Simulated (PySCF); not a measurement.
In(Me)2 (C2H6In), SMILES [CH3][In+][CH3], charge +1.

Geometry optimised at PBE0-D3(BJ)/def2-SVP. A frequency run showed that this geometry is not a minimum. The multiplicity is an assumed one; other spin states were not compared. The isomer is the one that the SMILES or the coordinates give; other isomers of the formula were not compared. The def2 effective core potentials stand for the cores of In; spin–orbit coupling is left out.

Level of theory: M06-2X/def2-TZVPD in PySCF.

Problem. Estimate the frontier levels, gap, dipole moment and polarisability. (The exact figures need the calculation; the answer reports its results.)

Solution. 
```
Item                                                              Result
------------------------------------------------  ----------------------
highest occupied level                                         -14.36 eV
lowest empty level                                              -5.93 eV
orbital gap                                                      8.43 eV
dipole moment about the centre of nuclear charge                  0.00 D
mean static polarisability                          53.8 bohr³ (7.97 Å³)
polarisability, principal values                  39.8, 39.8, 81.8 bohr³
```
